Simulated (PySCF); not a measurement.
BH, SMILES [BH] (connectivity only; charge and spin as stated), neutral, multiplicity 1.

Geometry: PBE0-D3(BJ)/def2-TZVPD.

Computed with ωB97X/def2-TZVPD (PySCF).

Task: Estimate the frontier levels, gap, dipole moment and polarisability. (The exact figures need the calculation; the answer reports its results.)

Result: 
```json
{
 "highest_occupied_level": "-9.12 eV",
 "lowest_empty_level": "0.01 eV",
 "orbital_gap": "9.13 eV",
 "dipole_moment": "1.66 D",
 "quadrupole, principal values (traceless, Buckingham form, about the centre of nuclear charge)": "-3.70, 1.85, 1.85 D·Å",
 "mean_static_polarisability": "23.5 bohr³ (3.49 Å³)",
 "polarisability_principal_values": "23.4, 23.4, 23.7 bohr³"
}
```
